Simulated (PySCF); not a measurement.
Coordinates in bohr (charge 0 multiplicity 3):
```
Sn    1.5427   -2.6720    0.0000
Sn   -3.0854    0.0000    0.0000
Sn    1.5427    2.6720    0.0000
```

Computed with UPBE0/[Sn def2-TZVP with ECP28], scalar-relativistic core potentials, density fitting, no spin–orbit coupling, PySCF.

This geometry of Sn3 is a stationary point at this level.

Question: What is the point group?

Answer: D3h.

Question: Is it a minimum?

Answer: Yes: all harmonic wavenumbers are real.

Question: What are the dipole moment and the gap between the highest occupied and lowest empty levels of either spin?

Answer: 0.00 D and 2.13 eV.

Question: Give the atomic charges and bond orders.

Answer: 
| atom | Mulliken | Löwdin | polar tensor | spin (Mulliken) | Mayer order to Sn1 |
| --- | --- | --- | --- | --- | --- |
| Sn1 | 0.00 | 0.00 | 0.00 | 0.67 | – |
| Sn2,3 | 0.00 | 0.00 | 0.00 | 0.67 | 1.22 |
Other Mayer orders above 0.3: Sn–Sn 1.22.

Other isomers or separated fragments may lie lower. With an element this heavy the missing spin–orbit coupling can shift these numbers.
